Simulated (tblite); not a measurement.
Compound: C₆H₁₀P (charge -1).
SMILES: `CC(C)([P-]C#C)C`

Computed geometry: GFN2-xTB, gas phase.

Take the most abundant isotopes and a rigid rotor. 

**Question.** Give the principal moments of inertia and the rotational constants in MHz.

**Answer.** Ia = 147.74, Ib = 322.23, Ic = 361.01 u·Å²; 505379 MHz·u·Å²/I gives A = 3421, B = 1568, C = 1400 MHz.

**Question.** Classify the top.

**Answer.** An asymmetric top. Ray's parameter κ = (2B − A − C)/(A − C) = -0.833; −1 is the prolate and +1 the oblate limit.

**Question.** What does the inertial defect say?

**Answer.** Not planar: Δ = Ic − Ia − Ib = -108.96 u·Å². For a rigid frame Δ = −2 Σ m c², so Σ m c² = 54.48 u·Å² lies off the ab plane: 17.24 from hydrogen and 37.24 from heavier atoms. The atom farthest from that plane is 2.14 Å away.

**Question.** Give the other two planar moments, Paa and Pbb, and the rms extents of the mass along the axes.

**Answer.** Paa = Σ m a² = (Ib + Ic − Ia)/2 = 267.75 and Pbb = Σ m b² = (Ia + Ic − Ib)/2 = 93.26 u·Å². With the mass M = 113.05 u, the rms extents √(P/M) along a, b and c are 1.54, 0.91, 0.69 Å.

**Question.** List the rotational levels J(Ka,Kc) to J = 5 (MHz).

**Answer.** Above 0(0,0):
J = 1: 1(0,1) 2968, 1(1,1) 4821, 1(1,0) 4989
J = 2: 2(0,2) 8894, 2(1,2) 10589, 2(1,1) 11094, 2(2,1) 16652, 2(2,0) 16663
J = 3: 3(0,3) 17755, 3(1,3) 19234, 3(1,2) 20245, 3(2,2) 25557, 3(2,1) 25611, 3(3,1) 35247, 3(3,0) 35247
J = 4: 4(0,4) 29521, 4(1,4) 30750, 4(1,3) 32431, 4(2,3) 37421, 4(2,2) 37583, 4(3,2) 47140, 4(3,1) 47144, 4(4,1) 60679, 4(4,0) 60679
J = 5: 5(0,5) 44156, 5(1,5) 45127, 5(1,4) 47641, 5(2,4) 52238, 5(2,3) 52606, 5(3,3) 62015, 5(3,2) 62028, 5(4,2) 75544, 5(4,1) 75545, 5(5,1) 92952, 5(5,0) 92952

**Question.** Estimate the classical rotational partition function at 25 K, 50 K and 100 K.

**Answer.** Point group Cs, symmetry number σ = 1; q = (√π/σ)·√((kT/h)³/(ABC)), k/h = 20836.6 MHz/K: 7690 at 25 K, 21700 at 50 K, 61500 at 100 K.

Its GFN2-xTB frequencies are all real (lowest 55 cm⁻¹). Zero-point vibration and centrifugal distortion are left out.

Shape of the structure used: `[CH:1]#[C:2][P-:3][C:4]([CH3:5])([CH3:6])[CH3:7]`: C2–P3–C4–C5 -61°.
